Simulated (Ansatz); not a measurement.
CH4BF2GaN2 (`[NH2][Ga]([F])[C]1(F)BN1`). The species carries charge 0 and has multiplicity 1.

```xyz
11

N    -2.043    0.009    1.615
Ga   -0.968   -0.293    0.208
F    -1.764   -1.132   -1.125
C     0.880    0.231   -0.127
F     1.499    0.639    1.068
B     1.513    0.762   -1.451
N     1.751   -0.485   -1.000
H    -1.737    0.436    2.472
H    -2.995   -0.310    1.652
H     1.746    1.562   -2.287
H     2.118   -1.421   -1.025
```

(1) What are the harmonic wavenumbers in cm⁻¹ at PBE0-D4/def2-TZVP (Ansatz, finite differences of forces, unscaled)? (Best estimate.)

(2) Is this a minimum?

(3) Give the ideal-gas thermochemistry at 298.15 K and 1 bar (rigid rotor, harmonic oscillator; point group C1, symmetry number 1).

Answers

(1) Ansatz gave: 31, 74, 109, 168, 171, 247, 265, 295, 394, 409, 475, 574, 658, 733, 734, 799, 819, 929, 992, 1020, 1168, 1497, 1552, 2776, 3627, 3638, 3738.

(2) Yes, all 27 modes are real.

(3) Zero-point energy 166.8 kJ/mol; H(298) − E = 194.2 kJ/mol; entropy 407.3 J/(mol·K), of which translation 172.4, rotation 119.6, vibration 115.4; G(298) − E = 72.8 kJ/mol. Modes under 100 cm⁻¹ are hindered rotations or soft bends, so the harmonic entropy is rough.
